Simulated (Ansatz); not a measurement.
Ansatz (a quantum-chemistry and plane-wave program) input:

Ansatz 0.2 input:
```yaml
crystal:
  periodic: [false, false, false]
  atoms:
    - {symbol: Ge, position_ang: [-0.00240866, -0.00173413, 1.02787132]}
    - {symbol: Br, position_ang: [1.02520451, -1.51961699, -0.47004929]}
    - {symbol: Br, position_ang: [-1.02300231, 1.52120248, -0.46971877]}
basis:
  gaussian:
    orbitals: def2-TZVPD
hamiltonian:
  xc: {name: r2SCANh}
output: {forces: true}
```

**Question.** Predict the final energy.

**Answer.** -7225.35755 Eh (r2SCANh/def2-TZVPD). The basis has 168 functions.
